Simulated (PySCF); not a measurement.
Si(H)(F)(Br)(vinyl) (C2H4BrFSi), SMILES C(=C)[SiH](Br)F.

Coordinates come from a B3LYP-D3(BJ)/def2-SVP optimisation. This is a generated structure with no PubChem entry under its InChIKey; it may be hypothetical. One conformer was computed; it need not be the lowest.

These are TDA-M06-2X/def2-SVPD in PySCF values and carry that method's errors.

Vertical excitations. Gas-phase values at a fixed geometry.

Computed excitation energies, oscillator strengths and character:
```csv
state,energy (eV),λ (nm),f,main pairs
S1,6.35,195,0.016,"HOMO→LUMO 45 %, HOMO−1→LUMO 24 %, HOMO−3→LUMO 20 %"
S2,7.08,175,0.033,"HOMO−2→LUMO 53 %, HOMO−1→LUMO 28 %"
S3,7.19,172,0.068,"HOMO−3→LUMO 51 %, HOMO→LUMO 18 %, HOMO→LUMO+2 10 %"
S4,7.44,167,0.067,HOMO→LUMO+1 64 %
S5,7.54,164,0.383,"HOMO−1→LUMO 26 %, HOMO−2→LUMO 20 %, HOMO→LUMO 15 %, HOMO→LUMO+1 15 %"
S6,7.63,162,0.078,HOMO−1→LUMO+1 65 %
S7,8.01,155,0.022,"HOMO−2→LUMO+1 29 %, HOMO→LUMO+3 14 %, HOMO→LUMO+2 12 %, HOMO−2→LUMO+2 9 %"
S8,8.08,153,0.055,"HOMO−2→LUMO+1 19 %, HOMO→LUMO+3 14 %, HOMO−1→LUMO+2 11 %, HOMO→LUMO+2 9 %"
S9,8.21,151,0.033,"HOMO→LUMO+2 41 %, HOMO→LUMO+3 36 %"
S10,8.31,149,0.056,"HOMO−1→LUMO+3 29 %, HOMO−2→LUMO+2 12 %, HOMO−2→LUMO+1 11 %, HOMO−2→LUMO+3 11 %"
T1,4.50,275,0,"HOMO→LUMO 41 %, HOMO−1→LUMO 36 %, HOMO−2→LUMO 11 %"
T2,6.00,207,0,"HOMO→LUMO 32 %, HOMO−3→LUMO 31 %, HOMO−1→LUMO 24 %, HOMO−2→LUMO 6 %"
T3,6.73,184,0,"HOMO−2→LUMO 30 %, HOMO−1→LUMO 21 %, HOMO−3→LUMO 13 %, HOMO−1→LUMO+2 8 %"
T4,6.82,182,0,"HOMO−3→LUMO 26 %, HOMO−2→LUMO 25 %, HOMO→LUMO+2 11 %, HOMO→LUMO 8 %"
```
Triplets are in the Tamm–Dancoff approximation.
